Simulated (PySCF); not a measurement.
CH2BNO, SMILES N(B)=C=O. Atoms are numbered in the order given.

```xyz
6

B      0.0000     0.0000     1.9469
H      0.0000     1.0524     2.5355
H      0.0000    -1.0524     2.5355
N      0.0000     0.0000     0.5406
C      0.0000     0.0000    -0.6594
O      0.0000     0.0000    -1.8292
```
Charge 0, spin multiplicity 1.

Geometry: B3LYP-D3(BJ)/def2-SVP.

These are B3LYP-D3(BJ)/def2-SVP run with PySCF values and carry that method's errors.

Frequencies are harmonic and unscaled.

Q: Estimate the vibrational spectrum. (The exact figures need the calculation; the answer reports its results.)

A: 
| mode | ν (cm⁻¹) | IR (km/mol) | Raman (Å⁴/amu) | depolarisation | moving atoms (share of kinetic energy) |
|---|---|---|---|---|---|
| 1 | 87 | 0.6 | 0.3 | 0.75 | N 55 %, H 21 %, B 12 %, O 12 % |
| 2 | 165 | 0.0 | 0.3 | 0.75 | N 53 %, B 16 %, O 15 %, H 13 % |
| 3 | 558 | 25.5 | 1.1 | 0.75 | C 74 %, O 17 %, N 9 % |
| 4 | 637 | 30.5 | 0.0 | – | C 71 %, N 16 %, O 13 % |
| 5 | 890 | 43.8 | 19.0 | 0.28 | B 48 %, O 27 %, H 19 % |
| 6 | 942 | 30.9 | 0.2 | 0.75 | H 74 %, B 19 % |
| 7 | 1024 | 61.3 | 1.8 | 0.75 | H 72 %, B 27 % |
| 8 | 1244 | 82.9 | 6.1 | 0.73 | H 81 %, B 15 % |
| 9 | 1623 | 40.5 | 24.7 | 0.31 | N 52 %, O 31 %, B 12 % |
| 10 | 2468 | 1551.7 | 9.6 | 0.06 | C 66 %, N 21 %, O 11 % |
| 11 | 2568 | 46.1 | 190.2 | 0.08 | H 94 % |
| 12 | 2661 | 141.3 | 85.7 | 0.75 | H 88 %, B 12 % |
